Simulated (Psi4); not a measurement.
C4H7 (SMILES [CH2]C(=C)C), doublet, geometry from GFN2-xTB; Psi4 with R2SCAN/def2-SVP.

Psi4 was given this input:
```
memory 2 GB

molecule {
0 2
C    -0.19495187    0.15685852    1.40366555
C    -0.00119422    0.08240982    0.04378401
H    -0.29377985    1.10630927    1.89854694
H    -0.25392347   -0.72596582    2.01373916
C     0.07590634    1.21165371   -0.74090455
H     0.22795896    1.14765059   -1.80292646
H    -0.01487156    2.19324052   -0.31204544
C     0.11066686   -1.26726994   -0.61376699
H     0.38726064   -2.03093733    0.10821526
H    -0.84735425   -1.54391310   -1.05326649
H     0.85214687   -1.24829667   -1.40893108
}

set {
  basis def2-svp
  reference uks
}

energy('r2scan')
print_variables()
```

The log (banner, timings and long lists left out):

```
   => Loading Basis Set <=

    Name: DEF2-SVP
    Role: ORBITAL
    Keyword: BASIS

         ---------------------------------------------------------
                                   SCF
               by Justin Turney, Rob Parrish, Andy Simmonett
                          and Daniel G. A. Smith
                              UKS Reference
         ---------------------------------------------------------

  ==> Geometry <==

    Molecular point group: c1
    Full point group: C1

    Geometry (in Angstrom), charge = 0, multiplicity = 2:

       Center              X                  Y                   Z               Mass
    ------------   -----------------  -----------------  -----------------  -----------------
         C           -0.193916757410     0.137000292001     1.393633501339    12.000000000000
         C           -0.000159107410     0.062551592001     0.033751961339    12.000000000000
         H           -0.292744737410     1.086451042001     1.888514891339     1.007825032230
         H           -0.252888357410    -0.745824047999     2.003707111339     1.007825032230
         C            0.076941452590     1.191795482001    -0.750936598661    12.000000000000
         H            0.228994072590     1.127792362001    -1.812958508661     1.007825032230
         H           -0.013836447410     2.173382292001    -0.322077488661     1.007825032230
         C            0.111701972590    -1.287128167999    -0.623799038661    12.000000000000
         H            0.388295752590    -2.050795557999     0.098183211339     1.007825032230
         H           -0.846319137410    -1.563771327999    -1.063298538661     1.007825032230
         H            0.853181982590    -1.268154897999    -1.418963128661     1.007825032230

  Running in c1 symmetry.

  Rotational constants: A =      0.33601  B =      0.30006  C =      0.16330 [cm^-1]
  Rotational constants: A =  10073.30872  B =   8995.50422  C =   4895.74993 [MHz]
  Nuclear repulsion =  113.354955074943859

  Charge       = 0
  Multiplicity = 2
  Electrons    = 31
  Nalpha       = 16
  Nbeta        = 15

  ==> Algorithm <==

  SCF Algorithm Type is DF.
  DIIS enabled.
  MOM disabled.
  Fractional occupation disabled.
  Guess Type is SAD.
  Energy threshold   = 1.00e-06
  Density threshold  = 1.00e-06
  Integral threshold = 1.00e-12

  ==> Primary Basis <==

  Basis Set: DEF2-SVP
    Blend: DEF2-SVP
    Number of shells: 45
    Number of basis functions: 91
    Number of Cartesian functions: 95
    Spherical Harmonics?: true
    Max angular momentum: 2

  ==> DFT Potential <==

   => LibXC <=

    Version 7.1.2
    S. Lehtola, C. Steigemann, M. J. T. Oliveira, and M. A. L. Marques,  SoftwareX 7, 1–5 (2018) (10.1016/j.softx.2017.11.002)

   => Composite Functional: R2SCAN <=

    r2SCAN Meta-GGA XC Functional  (0.1021/acs.jpclett.0c02405)
    J. W. Furness, A. D. Kaplan, J. Ning, J. P. Perdew, J. Sun  J. Phys. Chem. Lett.  11, 8208–8215, 2020

    Deriv               =              1
    GGA                 =           TRUE
    Meta                =           TRUE

    Exchange Hybrid     =          FALSE
    MP2 Hybrid          =          FALSE

   => Exchange Functionals <=

    1.0000   XC_MGGA_X_R2SCAN

   => Correlation Functionals <=

    1.0000   XC_MGGA_C_R2SCAN

   => LibXC Density Thresholds  <==

    XC_MGGA_C_R2SCAN:  1.00E-15
    XC_MGGA_X_R2SCAN:  1.00E-11

   => Molecular Quadrature <=

    Radial Scheme          =       TREUTLER
    Pruning Scheme         =           NONE
    Nuclear Scheme         =       TREUTLER

    Blocking Scheme        =         OCTREE
    BS radius alpha        =              1
    Pruning alpha          =              1
    Radial Points          =             75
    Spherical Points       =            302
    Total Points           =         235409
    Total Blocks           =           1813
    Max Points             =            256
    Max Functions          =             91
    Weights Tolerance      =       1.00E-15

[...]

   -------------------------
    Irrep   Nso     Nmo
   -------------------------
     A         91      91
   -------------------------
    Total      91      91
   -------------------------

  ==> Iterations <==

                           Total Energy        Delta E     RMS |[F,P]|

   @DF-UKS iter SAD:  -155.77256429271185   -1.55773e+02   0.00000e+00
   @DF-UKS iter   1:  -155.96231379541143   -1.89750e-01   8.93020e-03 DIIS/ADIIS
   @DF-UKS iter   2:  -155.80153127575261    1.60783e-01   1.06436e-02 DIIS/ADIIS
   @DF-UKS iter   3:  -156.34820189606504   -5.46671e-01   1.48023e-03 DIIS/ADIIS
   @DF-UKS iter   4:  -156.35632932012851   -8.12742e-03   5.99844e-04 DIIS/ADIIS
   @DF-UKS iter   5:  -156.35803530134828   -1.70598e-03   8.36419e-05 DIIS
   @DF-UKS iter   6:  -156.35811591253923   -8.06112e-05   5.86976e-05 DIIS
   @DF-UKS iter   7:  -156.35813294756969   -1.70350e-05   4.98000e-05 DIIS
   @DF-UKS iter   8:  -156.35814871090747   -1.57633e-05   6.88780e-06 DIIS
   @DF-UKS iter   9:  -156.35814906549859   -3.54591e-07   2.09026e-06 DIIS
   @DF-UKS iter  10:  -156.35814908409006   -1.85915e-08   1.00503e-06 DIIS
   @DF-UKS iter  11:  -156.35814908891945   -4.82939e-09   3.46399e-07 DIIS
  Energy and wave function converged.

  ==> Post-Iterations <==

   Electrons on quadrature grid:
      Nalpha   =   16.0000028601 ; deviation = 2.860e-06
      Nbeta    =   14.9999986973 ; deviation = -1.303e-06
      Ntotal   =   31.0000015573 ; deviation = 1.557e-06

   @Spin Contamination Metric:   4.857623960E-02
   @S^2 Expected:                7.500000000E-01
   @S^2 Observed:                7.985762396E-01
   @S   Expected:                5.000000000E-01
   @S   Observed:                5.000000000E-01

    Orbital Energies [Eh]
    ---------------------

    Alpha Occupied:

[...]
      16A     -0.181291

    Alpha Virtual:

[...]
    Beta Occupied:

[...]
    Beta Virtual:

[...]
      91A      3.396508

    Final Occupation by Irrep:
              A
    DOCC [    15 ]
    SOCC [     1 ]
    NA   [    16 ]
    NB   [    15 ]

  @DF-UKS Final Energy:  -156.35814908891945

   => Energetics <=

    Nuclear Repulsion Energy =            113.3549550749438595
    One-Electron Energy =                -432.9813689166151107
    Two-Electron Energy =                 187.4478377403098079
    DFT Exchange-Correlation Energy =     -24.1795729875580001
    Empirical Dispersion Energy =           0.0000000000000000
    VV10 Nonlocal Energy =                  0.0000000000000000
    Total Energy =                       -156.3581490889194470

  UHF NO Occupations:
  HONO-2 :   14  A 1.9990443
  HONO-1 :   15  A 1.9778516
  HONO-0 :   16  A 1.0000000
  LUNO+0 :   17  A 0.0221484
  LUNO+1 :   18  A 0.0009557
  LUNO+2 :   19  A 0.0008849
  LUNO+3 :   20  A 0.0001845

Computation Completed

Properties will be evaluated at   0.000000,   0.000000,   0.000000 [a0]

Properties computed using the SCF density matrix

 Multipole Moments:

 ------------------------------------------------------------------------------------
     Multipole            Electronic (a.u.)      Nuclear  (a.u.)        Total (a.u.)
 ------------------------------------------------------------------------------------

 L = 1.  Multiply by 2.5417464519 to convert [e a0] to [Debye]
 Dipole X            :         -0.0732485            0.0606385           -0.0126101
 Dipole Y            :          1.0579865           -1.1633248           -0.1053383
 Dipole Z            :          0.5209771           -0.5876925           -0.0667154
 Magnitude           :                                                    0.1253240

 ------------------------------------------------------------------------------------

  Variable Map:
  ----------------------------------------------------------------------------
[...]
  Array Variable Map:
  ----------------------------------------------------------------------------
[...]
[...]
```
